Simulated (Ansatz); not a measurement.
Be₂I₅⁻, relaxed as a singlet with RKS r2SCAN-D4/def2-SVPD in Ansatz, starting from the GFN2-xTB geometry. Force threshold 0.02 eV/Å.

In the def2 sets I takes a core potential; there is no spin–orbit coupling. The structure comes from a short search, and lower isomers may exist.

Start:

Cartesian coordinates in Å:
```
Be 1.548 -1.298 -0.748
Be -1.468 1.271 0.931
I 0.178 -2.230 -2.347
I 0.488 -0.179 1.147
I 3.845 -1.435 -0.736
I -3.191 0.950 2.425
I -1.400 2.922 -0.673
```

Estimate the energy that the relaxation releases and the steps that it takes.

2.3 kcal/mol, in 7 steps; 37 s on 4 threads of Arm Neoverse V2 on a shared host. No frequencies were taken in this run, so the end may be a saddle point.

Does the start keep its bonding?

By distances, no bond broke or formed. The bond that changes most is Be1–I3, from 2.30 to 2.28 Å (atoms count from 1).

Predict the relaxed structure.


Cartesian coordinates in Å:
```
Be 1.443 -1.106 -0.676
Be -1.370 1.078 0.834
I -0.080 -1.771 -2.231
I 0.609 -0.213 1.425
I 3.717 -1.374 -0.738
I -3.106 0.873 2.314
I -1.213 2.512 -0.928
```
Bond lengths (bridged metal pairs left out): 6 × Be–I 2.28 to 2.44 Å.
